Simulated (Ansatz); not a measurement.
# Ansatz input wanted

C3H9BO3: 16 atoms, total charge 0, spin state singlet. SMILES: `COB(OC)OC`. Geometry: relaxed at PBE0-D4/def2-TZVP.

```xyz
16

C     0.4957   -0.6467   -2.2626
O    -0.1758    0.1829   -1.3387
B     0.0001    0.0001    0.0000
O     0.8258   -0.9858    0.4503
C     1.0110   -1.1785    1.8364
O    -0.6501    0.8028    0.8884
C    -1.5067    1.8253    0.4262
H     1.5804   -0.5650   -2.1535
H     0.2149   -1.6951   -2.1313
H     0.2111   -0.3226   -3.2640
H     1.4326   -0.2869    2.3079
H     0.0667   -1.4164    2.3334
H     1.7024   -2.0119    1.9638
H    -0.9659    2.5462   -0.1926
H    -2.3307    1.4156   -0.1639
H    -1.9116    2.3361    1.3002
```

Settings wanted:

- basis set: 6-31G*
- task: energy
- method: DFT
- functional: SVWN5
- reference: RKS
- relativity: none
- accuracy: high
- d and f functions: spherical

Problem. Give an Ansatz 0.2.0 job that does this.

Solution. One that was run (others would do as well):

job.yaml:
```yaml
crystal:
  periodic: [false, false, false]
  atoms:
    - symbol: C
      position_ang: [0.495720, -0.646730, -2.262610]
    - symbol: O
      position_ang: [-0.175840, 0.182850, -1.338690]
    - symbol: B
      position_ang: [0.000140, 0.000100, 0.000000]
    - symbol: O
      position_ang: [0.825800, -0.985800, 0.450290]
    - symbol: C
      position_ang: [1.010960, -1.178550, 1.836440]
    - symbol: O
      position_ang: [-0.650070, 0.802840, 0.888440]
    - symbol: C
      position_ang: [-1.506700, 1.825270, 0.426170]
    - symbol: H
      position_ang: [1.580410, -0.565040, -2.153520]
    - symbol: H
      position_ang: [0.214930, -1.695090, -2.131270]
    - symbol: H
      position_ang: [0.211110, -0.322610, -3.263990]
    - symbol: H
      position_ang: [1.432620, -0.286900, 2.307940]
    - symbol: H
      position_ang: [0.066710, -1.416360, 2.333400]
    - symbol: H
      position_ang: [1.702440, -2.011880, 1.963760]
    - symbol: H
      position_ang: [-0.965900, 2.546210, -0.192620]
    - symbol: H
      position_ang: [-2.330740, 1.415550, -0.163930]
    - symbol: H
      position_ang: [-1.911590, 2.336140, 1.300180]
basis:
  gaussian:
    orbitals: 6-31G_st_-spherical.json
hamiltonian:
  xc: {name: SVWN5}
output: {orbitals: {seedname: orbitals}}
accuracy: high
```

```bash
$ ansatz run job.yaml --threads 1 --pin off --max-ram 3480MiB --events-out events.jsonl --progress --plain --runs-dir runs
```

(Basis files named in the input come from the Basis Set Exchange and aren't shown.)

Calculated total energy: -367.34826 Eh.
